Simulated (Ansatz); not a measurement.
Geometry optimisation, Ansatz, RHF/def2-SVP.

The input (input.yaml):

```yaml
crystal:
  periodic: [false, false, false]
  atoms:
    - { symbol: Sn, position_ang: [0.0, 0.0, 0.0] }
    - { symbol: H, position_ang: [0.0, 0.0, 2.09] }
    - { symbol: Cl, position_ang: [2.2726, 0.0, -0.8025] }
    - { symbol: H, position_ang: [-0.8195, 1.4198, -0.5794] }
    - { symbol: H, position_ang: [-0.8195, -1.4198, -0.5794] }
    - { symbol: "N", position_ang: [1.2587, 1.8982, 0.7568] }
    - { symbol: H, position_ang: [2.1152, 1.7577, 1.3652] }
    - { symbol: H, position_ang: [0.958, 2.877, 0.4826] }
    - { symbol: H, position_ang: [0.6034, 0.91, 1.9721] }
basis:
  gaussian: { orbitals: def2-SVP }
hamiltonian:
  xc: hf
relax:
  f_tol: 0.15
  max_steps: 25
  restrain:
    - { distance: [0, 5], at: 3.3, k: 30.0 }
    - { distance: [8, 1], at: 1.86, k: 30.0 }
    - { distance: [0, 1], at: 1.74, k: 30.0 }
    - { distance: [8, 5], at: 1.06, k: 30.0 }
```

Run as:

```bash
$ ansatz run input.yaml --threads 2 --pin off --max-ram 3072MiB --backend cpu --events-out ev --progress --plain --runs-dir out
```

**Question.** Where does it end, and by what steps?

**Answer.** It converged. The restraints hold the end off the free minimum. After 12 steps the energy has fallen by 5.384 eV (the restraints' own energy left out); N6 moved furthest, 0.87 Å. Parted: Sn1–N6 (2.40 → 3.31 Å). Joined: N6–H9 (1.70 → 1.02 Å).

```tsv
step	energy less start (eV)	largest force component (eV/Å)	accepted
0	0.0000	3.951	yes
1	-0.8649	4.539	yes
2	-2.3334	5.272	yes
3	-3.9448	4.167	yes
4	-4.7818	2.138	yes
5	-5.1111	1.448	yes
6	-5.3371	1.151	yes
7	-5.3561	1.029	yes
8	-5.3256	1.706	no
9	-5.3650	1.217	yes
10	-5.3730	1.177	yes
11	-5.3819	1.048	yes
12	-5.3839	1.116	yes
```

```xyz
9
Properties=species:S:1:pos:R:3
Sn -0.110 -0.189 -0.075
H -0.026 -0.098 1.646
Cl 2.110 -0.391 -0.874
H -0.770 1.212 -0.770
H -0.902 -1.602 -0.600
N 1.414 2.278 1.526
H 2.162 1.858 1.004
H 0.853 2.838 0.911
H 0.839 1.537 1.939
```

Run time: 17 s on 2 threads of AMD EPYC 7B13 (Zen 3) (shared host), peak memory 0.2 GiB.
